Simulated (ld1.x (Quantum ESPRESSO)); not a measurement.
## N (Z = 7): one change to an RRKJ potential, before and after

nitrogen (N), norm-conserving RRKJ (Kleinman–Bylander form), made with ld1.x (Quantum ESPRESSO) 7.5 (LDA (PZ), non-relativistic). Core [He], reference 2s1.75 2p3.25. Waves: 2s (bound): rc 0.90 bohr; 2p (bound): rc 1.45 bohr; 3d channel at 0.3 Ry: rc 1.30 bohr. Local part: all-electron potential smoothed inside 1.15 bohr (lloc = -2). Core correction: Bessel-smoothed model core, default radius (core density twice the valence density).

Change: all radii but the core radius scaled by about 1.11 (s 1.00, p 1.60, d 1.44 bohr); local potential all-electron potential smoothed inside 1.28 bohr (lloc = -2).

Cutoffs: the cutoffs (Ry, on a coarse ladder) from which the occupation-weighted sum of valence levels, in a spherical-Bessel basis at the reference potential, stays within 10 and 1 mRy of its value at 400 Ry; they do not see the model core or the augmentation charge, which bear on the density cutoff. Errors are all-electron minus pseudo energies relative to the spin-unpolarised reference configuration.

Question: How do hardness, ghosts and transferability respond?

Answer: The potential gets softer (80 Ry and 110 Ry → 70 Ry and 100 Ry); of the 9 tests that both files solve, the error grows in 5 and shrinks in 0 by more than 15 % and 0.3 meV (median size 29.0 → 31.0 meV); neither file shows a bound ghost. A larger radius leaves more room for a smooth pseudo-wave, so fewer plane waves are needed. More of the atom is replaced by a form fitted at one configuration, so other configurations suffer.

```csv
quantity,base,changed
"cutoff, loose",80 Ry,70 Ry
"cutoff, tight",110 Ry,100 Ry
loose cutoff by channel (10 mRy a level),"s 70 Ry, p 45 Ry","s 70 Ry, p 35 Ry"
bound ghosts,none,none
"error for 2s2 2p3, meV [ΔE -2.79 eV]",+0.5,+0.6
"error for 2s2 2p2, meV [ΔE 10.95 eV]",+17,+27
"error for 2s2 2p1, meV [ΔE 39.92 eV]",+133,+203
"error for 2s2 2p3.3, meV [ΔE -4.46 eV]",-0.5,-1.1
"error for 2s0 2p5, meV [ΔE 19.60 eV]",+29,+31
"error for 2s2 2p0, meV [ΔE 87.09 eV]",+573,+848
"error for 2s1 2p3, meV [ΔE 22.37 eV]",-10,-22
"error for 2s1.75 2p3.25 (spin-polarised), meV [ΔE -2.96 eV]",+70,+69
"error for 2s2 2p3 (spin-polarised), meV [ΔE -5.68 eV]",+57,+53
```
